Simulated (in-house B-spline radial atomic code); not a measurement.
## wB97X excitations of the krypton ion Kr⁶⁺

Method: wB97X. Computed with a B-spline radial code for spherical atoms: linear response of the closed shell [Ar] 3d10 4s2 with the functional's adiabatic kernel; non-relativistic, point nucleus, no spin-orbit coupling, no double excitations, S, P, D and F terms only; shells from n = 2 respond. Only terms of natural parity with L up to 3 were computed.

Without relativity these are model numbers for so heavy an element.

Command:
```bash
python run_td.py task.json out
```
Settings (radii: box in bohr, nucleus in fm):
```
Z                        36
electrons                30
configuration            [Ar] 3d10 4s2
hamiltonian              nr
method                   wb97x
box_radius               14.35
intervals                53
```

Run time, properties included: 1.1 s on 1 thread of Intel(R) Xeon(R) Platinum 8488C (Sapphire Rapids), with other jobs on the host.

The lowest states, in the order of their Tamm-Dancoff energies; the method's threshold (minus the highest occupied level) is 105.18 eV. Labels give the largest channel, * marks a mixed state, and oscillator strengths are full-response dipole values. Semilocal kernels can invert the small singlet-triplet splittings of Rydberg terms. Energies in eV:

| state | full response | Tamm-Dancoff | oscillator strength |
| --- | --- | --- | --- |
| 4s → 4p 3P | 14.878 | 14.980 | - |
| 4s → 4p 1P | 20.256 | 20.997 | 1.48 |
| 4s → 4d 3D | 41.73 | 41.75 | - |
| 4s → 4d 1D | 42.99 | 43.04 | - |
| 4s → 5s 3S | 53.59 | 53.61 | - |
| 4s → 5s 1S | 54.51 | 54.56 | - |
| 4s → 5p 3P | 59.44 | 59.46 | - |
| 4s → 5p 1P | 60.08 | 60.14 | 0.104 |
| 4s → 4f 1F | 63.47 | 63.50 | - |
| 4s → 4f 3F | ? | ? | - |
| 4s → 5d 3D | 68.72 | 68.73 | - |
| 4s → 5d 1D | 69.60 | 69.61 | - |
| 4s → 6s 3S | 73.49 | 73.50 | - |
| 4s → 6s 1S | 73.76 | 73.78 | - |
| 4s → 6p 3P | ? | ? | - |
| 4s → 6p 1P | 76.56 | 76.59 | 0.0488 |
| 4s → 5f 3F | 77.74 | 77.75 | - |
| 4s → 5f 1F | 78.15 | 78.16 | - |

Problem. Where does 4s → 4f 3F lie?

Solution. At 63.53 eV in full response, 63.55 eV in Tamm-Dancoff.

Problem. Where does 4s → 6p 3P lie?

Solution. At 76.51 eV in full response, 76.52 eV in Tamm-Dancoff.

Problem. How large is the singlet-triplet splitting of 4s → 4p (P terms) in Tamm-Dancoff?

Solution. 6.02 eV, from the unrounded values.

Problem. What polarisabilities and dispersion coefficient does the method give?

Solution. Dipole 2.938 bohr³, quadrupole 3.29 bohr⁵, C6 5.705 hartree·bohr⁶ for two such species.
